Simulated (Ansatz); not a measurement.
Species: C2H3NSi, SMILES `C=[SiH]C#N` (charge 0, multiplicity 1).

**Question.** Give a relaxed geometry from PBE0-D3(BJ)/def2-TZVP in Ansatz (an electronic-structure program).

**Answer.** the end point of this relaxation (outside a Z-matrix the atoms follow the SMILES, hydrogens last).
Cartesian coordinates (Å) in one orientation:
```xyz
7

C     -1.245    -0.406     0.081
Si     0.035     0.507    -0.549
C      1.759    -0.058    -0.344
N      2.856    -0.392    -0.229
H     -2.276    -0.092    -0.028
H     -1.077    -1.334     0.612
H     -0.053     1.775    -1.286
```
